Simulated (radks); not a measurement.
Results of a calculation; reference values are marked as such.
Dipole-allowed excitations along the series with 10 electrons in [Ne]. Code: a radial shooting solver on a logarithmic mesh with Libxc functionals. Model: non-relativistic Kohn-Sham, LDA (Slater exchange, Perdew-Wang correlation), spin-unpolarised, spherical densities, point nucleus. Time-dependent linear response with the Hartree and adiabatic LDA kernel, continuum included through the Sternheimer equations. Lines are the poles of the dipole polarisability below minus the highest occupied eigenvalue, found on a grid refined at the orbital gaps; the lowest seven at most are given, and weak or close lines can be missed. The first line takes the name of the lowest orbital gap if no other gap lies below it; otherwise a line is named after a gap within 0.6 % of it, if that gap stands alone.

species,-e(HOMO) (eV),lowest orbital gap (eV),first line (eV),f,strongest line (eV),its f,static alpha (bohr^3)
S6+,257.92,2p-3s 164.18,164.72 (2p-3s),0.202,197.45 (unassigned),1.38,0.07518
Cl7+,322.90,2p-3s 202.43,203.06 (2p-3s),0.200,241.25 (unassigned),1.59,0.05295
Ar8+,394.73,2p-3s 244.46,245.18 (2p-3s),0.198,288.82 (unassigned),1.79,0.03846
K9+,473.39,2p-3s 290.28,291.08 (2p-3s),0.196,340.17 (unassigned),1.96,0.02865
Ca10+,558.89,2p-3s 339.88,340.77 (2p-3s),0.194,395.30 (unassigned),2.10,0.02181
Sc11+,651.21,2p-3s 393.26,394.24 (2p-3s),0.192,454.20 (unassigned),2.23,0.01690
